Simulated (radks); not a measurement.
Species: Cu. Configuration: [Ar] 3d10 4s1.

All-electron calculation, scalar-relativistic Kohn-Sham, SCAN, spin-polarised, spherical densities, finite nucleus; open shells are filled with parallel spins first; meta-GGA in the generalised Kohn-Sham scheme; Fermi nuclear charge, rms radius 3.8823 fm. Program: a radial shooting solver on a logarithmic mesh with Libxc functionals.

Energy parts (hartree):
total: -1655.27163
kinetic: 1679.92795
electron-nucleus: -3985.90781
Hartree: 718.68222
exchange-correlation: -67.97400

Orbitals (lengths in bohr, moments of r in powers of bohr):
| orbital | occ. | eigenvalue (hartree) | <r> | <1/r> |
|---|---|---|---|---|
| 1s up | 1 | -326.2876 | 0.05214 | 29.15 |
| 1s down | 1 | -326.2862 | 0.05214 | 29.15 |
| 2s down | 1 | -39.44928 | 0.2348 | 6.345 |
| 2s up | 1 | -39.44510 | 0.2348 | 6.346 |
| 2p down | 3 | -33.97526 | 0.2064 | 6.211 |
| 2p up | 3 | -33.97283 | 0.2063 | 6.212 |
| 3s down | 1 | -4.36621 | 0.7109 | 1.996 |
| 3s up | 1 | -4.36033 | 0.7112 | 1.996 |
| 3p down | 3 | -2.73930 | 0.7483 | 1.841 |
| 3p up | 3 | -2.73424 | 0.7496 | 1.839 |
| 4s up | 1 | -0.19408 | 2.846 | 0.4555 |
| 3d up | 5 | -0.18800 | 1.066 | 1.354 |
| 3d down | 5 | -0.18169 | 1.020 | 1.385 |

The highest occupied level is 3d down at -4.944 eV. Spin moment in Bohr magnetons: 1. The spin density at the nucleus is 7.334 e/bohr^3 (1s 0.076, 2s 0.205, 3s -0.023, 4s 7.076). The density falls to 0.001 e/bohr^3 at r = 4.07 bohr.

Empty levels of this run are not shown, since the potential may be unsettled where no density lies.
